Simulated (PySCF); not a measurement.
BClBr2, SMILES ClB(Br)Br. Atoms are numbered in the order given.

```xyz
4

B      0.0000     0.0000    -0.4014
Cl     0.0000     0.0000    -2.1413
Br     0.0000     1.6453     0.5487
Br     0.0000    -1.6453     0.5487
```

The structure is a stationary point at PBE0-D3(BJ)/def2-SVP.

Two levels are set side by side: PBE/pcSseg-1 (PySCF) and B3LYP/pcSseg-1 (PySCF). GIAO shifts against BF3 (¹¹B), HCl (³⁵Cl) at the same level; non-relativistic, no solvent, atoms listed together averaged. Without spin–orbit terms, shifts of atoms bonded to Cl or Br come out too high at both levels. Differences are taken from unrounded values.

| quantity | B3LYP | PBE | PBE minus B3LYP |
|---|---|---|---|
| δ(¹¹B) of B1 (ppm) | 54.4 | 48.5 | -6.0 |
| δ(³⁵Cl) of Cl2 (ppm) | 353.2 | 387.2 | 34.0 |

Rough cost on one machine, each run with all the roots and properties that it gave: B3LYP against PBE within a factor of 2.
